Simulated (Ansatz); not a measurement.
Input file for Ansatz (an electronic-structure program): R-CCSD(T)/cc-pV(T+d)Z on BF3 (SMILES FB(F)F). The basis file is the Basis Set Exchange's JSON of that set.

Ansatz 0.2 input:
```yaml
crystal:
  periodic: [false, false, false]
  atoms:
    - {symbol: B, position_ang: [0.00002246, 0.00002661, -0.00000027]}
    - {symbol: F, position_ang: [1.30155238, -0.18569348, 0.04940883]}
    - {symbol: F, position_ang: [-0.48538880, 1.20841319, -0.18731287]}
    - {symbol: F, position_ang: [-0.81608604, -1.02264632, 0.13790430]}
basis:
  gaussian:
    orbitals: cc-pV_T+d_Z.json
magnetization: {spin_polarized: false}
correlation: {method: ccsd_t, electrons: outside_noble_gas}
scf: {lower_state_search: off}
```

The log:

```
WARN ansatz: RAYON_NUM_THREADS=4 ignored (pool sized by the plan → 4); use --threads N
Functional definition: HF
these checks for a lower state are left out or cut short: stability, starts, cluster_reference, orbital_swaps, neighbouring_geometries, increment
integrals: 0.18 GiB planned
757 factors; integrals over basis functions are off by at most 1.7e-3 eV
mean field: 0.23 GiB planned
mean field evaluation 1: about -8795.9776 eV, gradient 3.8e1 eV
mean field evaluation 2: about -8795.9797 eV, gradient 3.8e1 eV
mean field evaluation 4: about -8798.1212 eV, gradient 1.8e0 eV
mean field evaluation 8: about -8798.1303 eV, gradient 2.1e-5 eV
mean field -8798.13032873 eV, -323.3253259941 hartree, gradient 1.8e-6 eV, S^2 0.000000; 0 other end points of the search recorded, 0 dependent functions left out
4 core orbitals not correlated
reference -8798.13032873 eV, -323.3253259941 hartree; 12, 12 occupied and 104, 104 virtual orbitals, 757 factors
second order -22.88924585 eV of doubles, -0.00000000 eV of singles
coupled cluster: 0.52 GiB planned
cycle   1  -22.41365431 eV  change    4.8e-1 eV  update   8.7e-2
cycle   2  -22.81939601 eV  change   -4.1e-1 eV  update   2.3e-2
cycle   3  -22.90832792 eV  change   -8.9e-2 eV  update   1.1e-2
cycle   4  -22.88857027 eV  change    2.0e-2 eV  update   2.3e-3
cycle   5  -22.88707275 eV  change    1.5e-3 eV  update   8.6e-4
cycle   6  -22.88766469 eV  change   -5.9e-4 eV  update   1.9e-4
cycle   7  -22.88747344 eV  change    1.9e-4 eV  update   5.7e-5
cycle   8  -22.88745516 eV  change    1.8e-5 eV  update   1.2e-5
perturbative correction -0.66698778 eV, -0.0245113490 hartree
Total energy: -8821.68477167 eV, -324.1909358063 hartree
Checks for a lower state left out: stability, starts, cluster_reference, orbital_swaps, neighbouring_geometries, increment
```

Self-consistency was reached.

Cost: very roughly 18 core-seconds.
